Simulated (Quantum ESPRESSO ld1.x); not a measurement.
Q: The mean radii <r> (bohr) of the occupied orbitals of an atom or ion are listed with their occupations. Calculated with ld1.x of Quantum ESPRESSO 7.5: scalar-relativistic Kohn-Sham, LDA (Slater exchange, Perdew-Wang correlation), spin-polarised, spherical densities, point nucleus.

| orbital | occ. | <r> |
|---|---|---|
| 1s up | 1 | 0.01715 |
| 1s down | 1 | 0.01715 |
| 2s up | 1 | 0.07238 |
| 2s down | 1 | 0.07238 |
| 2p up | 3 | 0.06525 |
| 2p down | 3 | 0.06525 |
| 3s up | 1 | 0.1872 |
| 3s down | 1 | 0.1872 |
| 3p up | 3 | 0.1883 |
| 3p down | 3 | 0.1883 |
| 3d up | 5 | 0.1705 |
| 3d down | 5 | 0.1705 |
| 4s up | 1 | 0.4153 |
| 4s down | 1 | 0.4153 |
| 4p up | 3 | 0.4422 |
| 4p down | 3 | 0.4422 |
| 4d up | 5 | 0.4685 |
| 4d down | 5 | 0.4684 |
| 5s up | 1 | 0.9510 |
| 5s down | 1 | 0.9492 |
| 4f up | 7 | 0.5165 |
| 4f down | 7 | 0.5156 |
| 5p up | 3 | 1.100 |
| 5p down | 3 | 1.098 |
| 5d up | 5 | 1.558 |
| 5d down | 3 | 1.567 |
| 7p up | 1 | 7.504 |

Name the element and its charge. Open shells, if any, are filled with parallel spins first.

A: Z = 78, platinum, charge +1: Pt+ in [Xe] 4f14 5d8 7p1. The 1s radius gives Z: for a bare nucleus <r> = (2 gamma + 1)/(2Z) with gamma = sqrt(1 - (Z/c)^2), 0.01695 bohr for Z = 78, and screening makes it slightly larger (0.01715 here). The occupations add up to 77, and the charge is Z minus that.
